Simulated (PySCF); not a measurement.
W(S)2(NH2)(SH) (H3NS3W), SMILES [S]=[W](=[S])([NH2])[SH], multiplicity 1. Atoms are numbered in the order given.

```xyz
8

W      0.0552     0.0478    -0.1265
S      0.8947     1.6037     1.1020
S      1.0835    -1.8294     0.0725
N      0.1134     0.6352    -1.9722
H      0.2175     1.6124    -2.2648
H      0.1539    -0.0032    -2.7745
S     -2.1475    -0.4287     0.5493
H     -2.5425     0.8780     0.6281
```

Geometry optimised at PBE-D3(BJ)/def2-SVP. The spin state was assumed, not searched. The structure was generated by enumeration; whether it is a known compound was not checked. The def2 effective core potentials stand for the cores of W; spin–orbit coupling is left out. The values are those of a single conformer.

Computed with PBE-D3(BJ)/def2-SVP run with PySCF 2.14.0.

Frequencies are harmonic and unscaled.

```csv
mode,ν (cm⁻¹),IR (km/mol),moving atoms (share of kinetic energy)
1,121,1.0,"S 83 %, W 11 %"
2,130,0.6,"S 77 %, W 17 %"
3,154,0.8,"S 85 %, W 13 %"
4,169,5.9,"N 54 %, S 21 %, H 19 %"
5,190,5.0,"N 50 %, H 23 %, S 21 %"
6,258,21.7,"H 88 %, S 10 %"
7,346,13.9,H 95 %
8,373,20.4,"S 78 %, W 16 %"
9,483,161.7,"H 78 %, N 21 %"
10,522,42.3,"S 72 %, W 16 %, H 12 %"
11,525,12.3,"S 87 %, W 11 %"
12,598,6.2,H 90 %
13,633,6.6,"H 74 %, N 15 %"
14,692,54.0,"N 76 %, H 15 %, W 9 %"
15,1444,38.5,"H 89 %, N 11 %"
16,2584,1.9,H 97 %
17,3460,143.5,H 96 %
18,3563,50.6,"H 91 %, N 9 %"
```
